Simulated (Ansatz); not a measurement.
`OCN[SiH2]F`, relaxed with RKS PBE0-D4/def2-TZVP in the Gaussian-basis code of Ansatz from a PBE-D4/def2-SVP geometry. The force threshold is 0.005 eV/Å; the program also tests the step.

Total charge 0; spin multiplicity 1.

Start:

```xyz
11

O    -2.037   -0.390   -0.194
C    -1.040   -0.109    0.765
N     0.050    0.720    0.284
Si    1.467    0.074   -0.469
F     1.141   -0.640   -1.922
H    -1.600   -0.864   -0.929
H    -1.570    0.404    1.596
H    -0.581   -1.038    1.186
H    -0.255    1.658    0.002
H     2.009   -1.017    0.402
H     2.416    1.204   -0.720
```

How much energy does the relaxation release, and in how many steps? (An estimate is asked.)

Ansatz gave: 0.08 eV, in 9 steps.

Which bonds change most? (Best estimate.)

Ansatz gave: Si4–F5 from 1.652 to 1.607 Å; N3–Si4 from 1.730 to 1.700 Å; C2–H8 from 1.119 to 1.098 Å; C2–H7 from 1.111 to 1.092 Å.

Give the relaxed structure. (Best estimate.)

Ansatz gave: 
```xyz
11

O    -2.084   -0.376   -0.128
C    -1.022   -0.118    0.757
N     0.028    0.686    0.195
Si    1.471    0.077   -0.465
F     1.267   -0.634   -1.892
H    -1.728   -0.821   -0.903
H    -1.482    0.390    1.607
H    -0.571   -1.050    1.121
H    -0.268    1.622   -0.040
H     1.988   -0.985    0.426
H     2.400    1.208   -0.677
```
